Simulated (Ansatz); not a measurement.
System: C₃H₈GeI (charge 0, doublet). It need not be the lowest isomer of its formula. 
Geometry from a B3LYP-D3(BJ)/def2-TZVP (Ansatz, a program for electronic structure) optimisation:
```xyz
13

C     -0.0155     1.8304     1.6532
Ge    -0.2681     0.0208     1.0703
C     -2.1430    -0.5347     1.1574
C      0.9622    -1.2229     1.9485
I      0.3680     0.0078    -1.4375
H      0.9518     2.1935     1.9788
H     -0.7893     2.5793     1.5352
H     -2.4664    -0.5722     2.1987
H     -2.7658     0.1744     0.6144
H     -2.2583    -1.5205     0.7098
H      1.9879    -0.8792     1.8255
H      0.8663    -2.2130     1.5059
H      0.7282    -1.2802     3.0126
```
Charge 0, spin multiplicity 2.

Parts of the frozen-core correlation energy in def2-SVP (Ansatz, hartree). Frozen orbitals: 26; correlated occupied orbitals by spin: 16 and 15; virtual: 98 and 99. Open shells are spin-unrestricted. No spin-orbit coupling. In def2 rows, elements after Kr have scalar-relativistic effective core potentials.

```
term                             value
-------------------------  -----------
reference (HF)             -2489.95457
MP2 opposite-spin           (withheld)
MP2 same-spin               (withheld)
CCSD correlation            (withheld)
(T)                           -0.01863
T1 diagnostic                    0.011
largest doubles amplitude        0.039
<S^2> of the reference           0.762
```

Task: What belongs in the gaps?

Result: 
- MP2 opposite-spin, value: -0.45751
- MP2 same-spin, value: -0.13696
- CCSD correlation, value: -0.66022
